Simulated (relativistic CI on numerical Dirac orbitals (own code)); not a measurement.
Calculated at this level of theory: Dirac-Coulomb-Breit CI, separate exchange-only KLI orbitals for each configuration, QED by a radiative potential, unscaled Slater integrals (own radial code, finite nucleus).

The strongest absorption lines from the ground level of an ion, among the configurations computed and to levels below about 15900 eV (vacuum wavelength in nm, gf): 0.07809 (0.013), 0.07905 (0.022), 0.08089 (0.046), 0.08094 (0.011), 0.08516 (0.12), 0.08530 (0.03), 0.10023 (0.62), 0.10088 (0.15).

Q: Which ion is it?
A. Br³¹⁺
B. Sr³⁶⁺
C. Nb³⁹⁺
D. Br³³⁺

A: D. Br³³⁺ has 2 electrons and the ground level 1s2 1S_0; the strongest line goes to 1s.2p 1P°_1. The pattern of lines fixes the number of electrons, and along that sequence the line energies rise steadily with the charge (about as its square where n changes within one kind of shell, about linearly where n is kept but much faster in heavy ions where fine structure, which grows about as Z⁴, sets the gap, and irregularly where shells cross), which fixes Z. Configurations outside the model, such as inner-shell arrays, can give stronger lines. At this charge energies of transitions that change n are usually good to better than 1 %, and those within a shell (Δn = 0) to a few per cent.

LS names give the leading component of a level, which can be under half, so a name can repeat, a term be missing and a line seem to break the LS rules.
